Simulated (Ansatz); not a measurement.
A nudged elastic band was laid between two geometries of C2H8B2O (13 atoms, charge 0, multiplicity 1).

Theory: RKS PBE/def2-SVP in Ansatz 0.2.0.

* movable images: 5
* climbing image: yes
* spring: 5.0 eV/Å²
* optimiser: quadratic models (default)
* start path: through a guess of the saddle point
* force threshold: 0.05 eV/Å
* iteration limit: 60
* end points: relaxed

Initial state:

```xyz
13
Properties=species:S:1:pos:R:3
B -1.081 2.398 1.026
B -0.977 0.989 0.187
C 0.198 -0.038 0.054
O -0.113 -1.173 -0.725
C 0.960 -2.073 -0.842
H -0.808 3.482 0.531
H -1.552 2.442 2.153
H -2.009 0.742 -0.434
H 1.077 0.528 -0.370
H 0.554 -0.327 1.082
H 0.625 -2.924 -1.468
H 1.855 -1.607 -1.329
H 1.291 -2.472 0.150
```

Final state:

```xyz
13
Properties=species:S:1:pos:R:3
B -1.104 2.266 1.081
B -0.921 0.798 0.348
C 0.396 0.160 -0.181
O 0.189 -1.092 -0.945
C 1.347 -2.082 -0.508
H -0.689 2.526 2.200
H -1.717 3.165 0.524
H -1.913 0.066 0.285
H 1.067 0.781 -0.805
H 1.034 -0.216 0.684
H 0.891 -3.072 -0.749
H 2.098 -1.875 -1.304
H -0.659 -1.460 -0.616
```

Q: Which bonds break or form, and what moves?

A: Bonds broken: C5–H13. Bonds formed: O4–H13.

Q: What energy profile does the band end with?

A: The run converged. The highest image is number 5 of 0 to 6, 3.69 eV above the first end and 0.05 eV above the last; the last end lies 3.64 eV above the first. The profile has 2 maxima (images 1, 5) with wells between them (image 3): this band takes more than one step, which may be the mechanism or a detour left from its start path. Neighbouring images differ by up to 3.4 eV, so the band resolves the path poorly. A vibrational analysis at the climbing image gives one clearly imaginary mode, 146i cm⁻¹: a first-order saddle point. The orbitals stay closed-shell, which can raise the energy where a bond breaks towards radicals; this wasn't checked here.

```tsv
image	path coordinate (Å)	energy (eV)	C5–H13 (Å)	O4–H13 (Å)
0	0.00	0.00	1.12	2.10
1	1.56	0.28	1.12	2.10
2	3.13	0.28	1.12	2.11
3	4.69	0.02	1.12	2.10
4	6.25	0.27	1.12	1.99
5	7.82	3.69	2.05	0.98
6	9.66	3.64	2.10	0.98
```

Q: What is the geometry of the highest image?

A: 
```xyz
13
Properties=species:S:1:pos:R:3
B -1.069 2.340 0.916
B -0.935 0.741 0.529
C 0.344 0.004 0.007
O 0.024 -1.281 -0.639
C 1.289 -2.220 -0.846
H -1.044 2.731 2.072
H -1.254 3.204 0.072
H -1.924 0.031 0.706
H 0.934 0.557 -0.755
H 1.061 -0.232 0.838
H 1.044 -2.670 -1.838
H 2.081 -1.460 -1.043
H -0.529 -1.780 -0.004
```

Time of the run: 4.4 min on 2 threads of Arm Neoverse V1 (shared host), peak memory 0.21 GiB.
